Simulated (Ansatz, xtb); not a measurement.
**Relative energy of two isomers of ClH7OSi3**

We compare X, `O[Si]([SiH3])([SiH3])Cl`, a singlet, with Y, `O[SiH2][SiH2][SiH2]Cl`, a singlet. Both are isolated molecules in the gas phase, relaxed with B3LYP-D3(BJ)/def2-SVP; the shapes shown needn't be the lowest conformers.

X (Å):

```xyz
12

Cl    3.2642    1.5433   -0.4764
O     0.6571    1.6241    1.2139
Si    1.8511    0.5587    0.7372
Si    0.9964   -1.1600   -0.6233
Si    2.9691   -0.1105    2.6843
H     0.0941    1.9961    0.5226
H     0.0059   -1.9863    0.1296
H     2.1090   -2.0361   -1.0912
H     0.3159   -0.5545   -1.8074
H     2.0338   -0.8248    3.6023
H     4.0712   -1.0385    2.2966
H     3.5404    1.0812    3.3737
```

Y (Å):

```xyz
12

Cl   -0.3292   -1.2014    2.8804
O     0.7247    1.4569   -1.6255
Si    0.8207   -0.0221   -2.4255
Si    0.3730   -1.4997   -0.6535
Si    0.0809   -0.0531    1.1733
H     0.8770    2.2641   -2.1318
H    -0.1833   -0.1097   -3.5309
H     2.1731   -0.2262   -3.0311
H    -0.8668   -2.2982   -0.8831
H     1.5092   -2.4326   -0.3961
H     1.3137    0.7335    1.4424
H    -1.0698    0.8636    0.9576
```

**Question.** Estimate which is lower in electronic energy at CCSD(T)/def2-SVP + ΔMP2/def2-TZVPP, and by roughly how much.

**Answer.** The CCSD(T)/def2-SVP + ΔMP2/def2-TZVPP calculation puts structure X lower, by 0.116 eV.

How the difference moves with the method:

```
                             level               geometry  E(Y) − E(X) (eV)  departure from the last row (eV)  job, with rough time for the two
                          GFN2-xTB               GFN2-xTB              −0.097                            −0.213               optimisation, 2.1 s
                         HF/STO-3G               GFN2-xTB              +0.164                            +0.047                 single point, 2 s
                r2SCAN-D4/def2-SVP               GFN2-xTB              +0.195                            +0.078                single point, 13 s
             B3LYP-D3(BJ)/def2-SVP  B3LYP-D3(BJ)/def2-SVP              +0.138                            +0.022               optimisation, 5 min
                       HF/def2-SVP  B3LYP-D3(BJ)/def2-SVP              +0.041                            −0.075           part of the CCSD(T) run
                      MP2/def2-SVP  B3LYP-D3(BJ)/def2-SVP              +0.086                            −0.030           part of the CCSD(T) run
                  CCSD(T)/def2-SVP  B3LYP-D3(BJ)/def2-SVP              +0.090                            −0.026                      single point
CCSD(T)/def2-SVP + ΔMP2/def2-TZVPP  B3LYP-D3(BJ)/def2-SVP              +0.116                                                  single point, 91 s
```

As drawn, both hold the same kinds of bond in the same numbers.

GFN2-xTB puts the two in the other order. The largest departure from CCSD(T)/def2-SVP + ΔMP2/def2-TZVPP is that of GFN2-xTB, 0.213 eV. The last row adds to CCSD(T) the change of the MP2 difference between the two basis sets, here +0.026 eV.

With thermal terms from frequencies at re-optimised GFN2-xTB minima (ideal gas, soft modes damped towards free rotors, one conformer each, 298.15 K, 1 atm): the zero-point term adds +0.034 eV; ΔH is +0.127 and ΔG +0.177 eV.

The correlated steps freeze 21 core orbitals. Codes used: Ansatz 0.2.0, xtb 6.7.1; the last row on 2 threads of AMD EPYC (Zen 3) on a shared host.
